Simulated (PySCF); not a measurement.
TDDFT excited states: C5H5F3Si

Species: C5H5F3Si.
SMILES: `C#C[Si]1(C(F)(F)F)CC1`

Theory: TDDFT CAM-B3LYP/def2-SVPD, vertical, gas phase, core orbitals frozen in the response in PySCF. Geometry: GFN2-xTB; no solvent, vibrations or thermal averaging. Torsions of this conformer, `[CH:1]#[C:2][Si:3]1([C:4]([F:5])([F:6])[F:7])[CH2:8][CH2:9]1`: C2–Si3–C4–F5 -60°.

Task: Predict the UV-vis stick spectrum at this level.

Result: 

```csv
state,E (eV),E (hartree),f,"main configurations (H = HOMO, L = LUMO)"
S1,5.52,0.2028,0.0012,"H→L+1 (82%), H-2→L+1 (12%)"
S2,5.87,0.2156,0.142,"H→L (67%), H-1→L+1 (17%)"
S3,6.12,0.2248,0.0008,"H-1→L (65%), H-3→L (22%)"
S4,6.71,0.2467,0.0023,"H-2→L+1 (67%), H→L+1 (10%)"
S5,6.76,0.2486,0.228,"H-2→L (34%), H→L (26%), H-1→L+1 (17%)"
S6,7.03,0.2583,0.0003,"H→L+2 (58%), H→L+3 (14%)"
S7,7.32,0.2690,0.0019,"H→L+5 (34%), H→L+7 (32%), H→L+6 (10%)"
S8,7.54,0.2770,0.0023,"H-3→L (47%), H-1→L (18%), H→L+2 (15%)"
```

Triplets (Tamm–Dancoff): T1 4.53 eV, H→L (79%); T2 5.13 eV, H→L+1 (61%), H-2→L+1 (18%), H-1→L (10%); T3 5.16 eV, H-1→L+1 (45%), H-3→L+1 (26%), H→L (9%).

The lowest singlet comes at 225 nm (532 kJ/mol) in the ultraviolet; it is very weak; its leading configuration is HOMO→LUMO+1 (82%). The strongest level in the table is S5 at 6.76 eV (183 nm, f = 0.228). Löwdin shares by element: HOMO carbon 54% or more, silicon 24% (atoms not listed hold the other 22%); LUMO carbon 55% or more, silicon 20% (atoms not listed hold the other 25%). The oscillator strengths of these states sum to 0.379; summed over the whole spectrum of an exact calculation they would give the number of electrons, 76 (Thomas–Reiche–Kuhn). Weighted by f, the mean energy of these states is 6.43 eV. Of the 8 states listed, 2 reach f = 0.01 and 1 stays under 0.0005. Only the lowest 8 singlets were computed, as vertical energies without vibronic structure.
